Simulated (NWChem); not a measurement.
System: methylammonium (CH₆N cation); SMILES C[NH3+]

```xyz
8

C      0.0000     0.0000     0.8146
N      0.0000     0.0000    -0.7025
H     -1.0168     0.1956     1.1548
H      0.6778     0.7828     1.1548
H      0.3391    -0.9784     1.1548
H     -0.6253    -0.7236    -1.0803
H      0.9394    -0.1797    -1.0803
H     -0.3140     0.9034    -1.0803
```
Atoms are numbered in this order, from 1.

Computed with NWChem. Pople sets run with spherical d functions. Geometry: optimised at B3LYP/6-31G* (spherical d). Core excitations by TDA in a window of 1s orbitals, non-relativistic and unshifted: absolute energies depend strongly on the exact-exchange share.

```csv
level,first 1s excitation (eV),dipole oscillator strength of the first,first state with f > 0.002 (eV),dipole oscillator strength of that state
"N K edge, BHandHLYP/def2-TZVP",402.7,0.0085,402.7,0.0085
"N K edge, B3LYP/cc-pVTZ",391.9,0.0032,391.9,0.0032
"C K edge, B3LYP/def2-TZVP",[?],[?],[?],[?]
"C K edge, BHandHLYP/6-311G**",286.0,0.0582,286.0,0.0582
```

Q: Complete the blanks.

A: 
- C K edge, B3LYP/def2-TZVP, first 1s excitation (eV): 276.9
- C K edge, B3LYP/def2-TZVP, dipole oscillator strength of the first: 0.0115
- C K edge, B3LYP/def2-TZVP, first state with f > 0.002 (eV): 276.9
- C K edge, B3LYP/def2-TZVP, dipole oscillator strength of that state: 0.0115
